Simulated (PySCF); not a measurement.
A side-by-side comparison of computed properties.

First species: InEt2H, C4H11In.
Bonds: In1–C2, In1–C9, C2–C3, C9–C10. Hydrogens: H16 on In1; H4, H5 on C2; H6, H7, H8 on C3; H11, H12 on C9; H13, H14, H15 on C10.

Second species: C4H7P.
Cartesian coordinates in Å at the PBE0-D3(BJ)/def2-SVP level; atoms count from 1:
```
atom  x, y, z in Å
C1     2.7362   -0.2046   -0.4205
P2     1.1917   -0.8254   -0.3425
C3     0.2396    0.6035    0.2328
C4    -1.0889    0.5800    0.4430
C5    -2.0099   -0.5767    0.2519
H6     3.5536   -0.8514   -0.7540
H7     3.0097    0.8254   -0.1628
H8     0.7822    1.5388    0.4200
H9    -1.5623    1.5067    0.7944
H10   -2.5322   -0.8146    1.1936
H11   -2.7937   -0.3294   -0.4835
H12   -1.4872   -1.4805   -0.0915
```

Levels: CAM-B3LYP/def2-SVPD for HOMO energy, LUMO energy, HOMO–LUMO gap and static isotropic polarisability; TDDFT CAM-B3LYP/def2-SVPD for lowest singlet excitation; TDA CAM-B3LYP/def2-SVPD for lowest triplet excitation (Tamm–Dancoff); ΔSCF CAM-B3LYP/def2-SVPD for vertical ionisation energy. Geometries: PBE0-D3(BJ)/def2-SVP. Each species is one conformer at its optimised geometry, gas phase (atoms past krypton carry core potentials, spin–orbit coupling is left out); the electronic structure was computed with PySCF and density fitting.

The conformers computed, where there is a choice (atom-mapped SMILES and torsion angles):
- `[CH2:1]=[P:2]/[CH:3]=[CH:4]\[CH3:5]`: C1–P2–C3–C4 180°

| property | column X | column Y |
| --- | --- | --- |
| HOMO energy | -7.99 eV | -7.94 eV |
| LUMO energy | -0.59 eV | -0.44 eV |
| HOMO–LUMO gap | 7.40 eV | 7.50 eV |
| lowest singlet excitation | 4.43 eV | 4.18 eV |
| lowest triplet excitation (Tamm–Dancoff) | 2.56 eV | 3.95 eV |
| static isotropic polarisability | 80.3 au | 90.4 au |
| vertical ionisation energy | 8.71 eV | 8.60 eV |

**Question.** Which column belongs to which species?

**Answer.** Column X is the second species and column Y the first. The first has 16 atoms and 84 electrons, the second 12 and 46.

**Question.** How does each property change from the first species to the second?

**Answer.** HOMO energy -0.05 eV; LUMO energy -0.15 eV; HOMO–LUMO gap -0.10 eV; lowest singlet excitation +0.25 eV; lowest triplet excitation (Tamm–Dancoff) -1.39 eV; static isotropic polarisability -10.1 au; vertical ionisation energy +0.11 eV.

On the first: No computed singlet falls in the visible range (750 to 380 nm, 1.65 to 3.26 eV); S1 lies 0.92 eV above its blue end. The vertical singlet–triplet gap S1 − T1 is 0.23 eV (TDDFT singlet less Tamm–Dancoff triplet; S1: HOMO→LUMO, weight 0.98; T1: HOMO→LUMO, weight 0.97). Atoms past krypton carry effective core potentials; spin–orbit coupling is left out.

On the second: The ΔSCF ionisation energy exceeds −ε(HOMO) by 0.72 eV with CAM-B3LYP. No computed singlet falls in the visible range (750 to 380 nm, 1.65 to 3.26 eV); S1 lies 1.17 eV above its blue end.
